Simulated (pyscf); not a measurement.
## `[GeH4]`, singlet

Gas-phase minimum from PySCF at ωB97X-D3(BJ)/def2-SVP, one conformer. 

SMILES: [GeH4]
```xyz
5

Ge     0.7131    -0.3820     0.2355
H      1.2988     0.8577    -0.4548
H      0.7359    -0.1792     1.7568
H     -0.7341    -0.5917    -0.2312
H      1.5520    -1.6148    -0.1290
```

Bonds (Å): Ge1–H2 1.535, Ge1–H3 1.535, Ge1–H4 1.535, Ge1–H5 1.535. Angles (°): H2–Ge1–H3 109.5, H2–Ge1–H4 109.5, H2–Ge1–H5 109.5, H3–Ge1–H4 109.5, H3–Ge1–H5 109.5, H4–Ge1–H5 109.5.

Properties at ωB97X-D3(BJ)/def2-SVP:

```yaml
harmonic_wavenumbers_unscaled: 848, 848, 848, 945, 945, 2200, 2200, 2200, 2204 cm⁻¹
zero_point_energy: 18.9 kcal/mol
rotational_symmetry_number: 12
Entropy of this conformer at 298 K and 1 atm, rigid rotor and harmonic oscillator, modes under 100 cm⁻¹ raised to 100: 216.9 J/(mol K)
dipole_moment: 0.00 D
```

Single-point totals, which compare only within one level (frozen core for MP2 and CC):

```json
[
 {"level": "ωB97X-D3(BJ)/def2-TZVP", "total energy (hartree)": "-2079.35185"},
 {"level": "PBE/def2-TZVP", "total energy (hartree)": "-2079.05746"},
 {"level": "r²SCAN/def2-TZVP", "total energy (hartree)": "-2079.37343"},
 {"level": "B3LYP-D3(BJ)/def2-TZVP", "total energy (hartree)": "-2079.44496"},
 {"level": "PBE0-D3(BJ)/def2-TZVP", "total energy (hartree)": "-2079.11995"},
 {"level": "M06-2X/def2-TZVP", "total energy (hartree)": "-2079.37512"},
 {"level": "ωB97M-D3(BJ)/def2-TZVP", "total energy (hartree)": "-2079.40350"},
 {"level": "HF/def2-TZVPP", "total energy (hartree)": "-2077.67887"},
 {"level": "MP2/def2-TZVPP", "total energy (hartree)": "-2077.95778"},
 {"level": "CCSD/def2-TZVPP", "total energy (hartree)": "-2077.97785"},
 {"level": "CCSD(T)/def2-TZVPP", "total energy (hartree)": "-2077.98639"}
]
```

The CCSD(T) − MP2 part came from Ansatz, without density fitting, on the same reference. The frozen core leaves the outer d or s,p core shells of the metals and heavy elements correlated in the MP2 and CC values, and def2-TZVPP describes them poorly, so these totals are far from the basis limit. Elements up to Kr have no core potential and no relativistic terms here.
